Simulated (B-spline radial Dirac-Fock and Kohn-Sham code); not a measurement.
The computed values come from an atomic code on a B-spline grid: Dirac-Fock (average of configuration) total-energy differences with a finite nucleus, the Breit interaction including its frequency dependence, and self-energy and vacuum-polarisation corrections. Correlation energy is missing from these numbers.

Question: An atom or ion in its tabulated ground configuration has these computed binding energies (the last is its least bound level). Which is it?

| level | binding energy (eV) |
| --- | --- |
| 1s | 3307.7 |
| 2s | 422.6 |
| 2p1/2 | 345.7 |
| 2p3/2 | 343.5 |
| 3s | 105.1 |
| 3p | 90.15 |

Answer: Ar⁵⁺: Z = 18 with 13 electrons, [Ne] 3s2 3p1. The hydrogen-like estimate √(E/Ry) = 15.6 for the K level lies 2.4 below Z; the outermost level, at 90.15 eV, fixes the charge.

Question: Identify the element and charge state from the binding energies below (tabulated ground configuration; the least bound level is included).

```csv
level,binding energy (eV)
K,59211.2
L1,11450.3
M1,3826.1
M2,3614.4
M3,3412.3
M4,3067.4
N1,1803.4
```

Answer: Er³⁸⁺: Z = 68 with 30 electrons, [Ar] 3d10 4s2. The hydrogen-like estimate √(E/Ry) = 66.0 for the K level lies 2.0 below Z (screening lowers it, relativity raises it); the outermost level, at 1803.4 eV, fixes the charge.
